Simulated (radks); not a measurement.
Results of a calculation; reference values are marked as such.
Q: These are the eigenvalues of the occupied orbitals of an atom or ion with whole-number occupations (Ry). Level of theory: Dirac Kohn-Sham, relativistic LDA (MacDonald-Vosko exchange, VWN5 correlation), spin-unpolarised, spherical densities, finite nucleus; Fermi nuclear charge, rms radius of each element as measured or else 0.836 A^(1/3) + 0.57 fm (a radial shooting solver on a logarithmic mesh with Libxc functionals).

orbital  eigenvalue
1s1/2     -132.1284
2s1/2     -11.75449
2p1/2      -8.62815
2p3/2      -8.58048
3s1/2      -2.10565

Which element is it, and in what charge state? The configuration may be excited. Open shells, if any, fill j = l - 1/2 first.

A: Z = 14, silicon, charge +2: Si2+ in [Ne] 3s2. The list shows which subshells hold electrons but not how many an open one holds; the 1s level, -66.064 hartree, gives Z - s = 11.5 by -(Z - s)^2/2, which with screening and relativity narrows Z to a few neighbours, and the depths of the outer levels then fix element, charge and occupations together.
